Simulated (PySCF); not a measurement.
**Ni₂F⁺: fields on a plane**

Level of theory: PySCF, PBE0, basis F def2-TZVP, Ni def2-TZVP (no relativity, density fitting).

The singlet minimum has F–Ni 1.783 Å (×2), Ni–Ni 2.300 Å; F–Ni–Ni 49.8° (×2), Ni–F–Ni 80.3°.

The plane holds F1 at (0.00, 0.00), Ni2 at (1.78, 0.00), Ni3 at (0.30, 1.76) Å. Columns run from x = -1.95 to 4.05 Å, rows from y = 4.05 (top) to -1.95 Å, in steps of 0.3 Å. Other isomers or separated fragments may lie lower.

**Question.** Give the lowest empty orbital (Å^-3/2) at -9.85 eV (cut at ±0.3; overall sign arbitrary). Every second row and column.

**Answer.** 
```
 0.00 -0.01 -0.01  0.00  0.01  0.01  0.01  0.00  0.00  0.00  0.00
-0.01 -0.02 -0.02  0.00  0.03  0.03  0.02  0.01  0.00  0.00  0.00
-0.02 -0.04 -0.07 -0.03  0.13  0.10  0.03  0.01  0.00  0.00  0.00
-0.02 -0.07 -0.17 -0.30  0.30  0.16  0.02  0.00  0.00  0.00  0.00
-0.02 -0.06 -0.13 -0.04 -0.30 -0.26 -0.02  0.00 -0.01 -0.01  0.00
-0.02 -0.04 -0.03  0.23  0.11 -0.07  0.10  0.00 -0.05 -0.02 -0.01
-0.01 -0.04 -0.11 -0.27 -0.01  0.02  0.30 -0.30 -0.15 -0.04 -0.01
-0.01 -0.03 -0.08  0.05  0.23 -0.30 -0.30 -0.30 -0.11 -0.03 -0.01
 0.00 -0.01  0.01  0.11  0.10 -0.01  0.25  0.26  0.04  0.00  0.00
 0.00  0.00  0.01  0.04  0.04  0.05  0.11  0.11  0.05  0.01  0.00
 0.00  0.00  0.00  0.01  0.02  0.03  0.04  0.04  0.03  0.01  0.00
```

**Question.** Give the electrostatic potential (V) (cut at 20 V). Lower edges of the bins (V): '0' 2.75, '1' 2.85, '2' 3.01, '3' 3.27, '4' 3.68, '5' 4.32, '6' 5.34, '7' 6.95, '8' 9.51, '9' 13.57; top 20.0.

**Answer.** 
```
445556666666555444333
455666667666655544433
556667777777665554443
556677888877766555444
566778899987766655544
566789999998776655554
567789999998776665555
567899999998776666555
567799999998777666655
566789999998877776665
556789999998888877666
455678999999999987766
445679999999999998766
344589999999999998776
334579999999999998776
233469999999999998766
222346787899999987766
122234566778998877665
112233455677887776665
011233445666777766655
001223445566666666554
```

Stability towards spin polarisation was not tested.
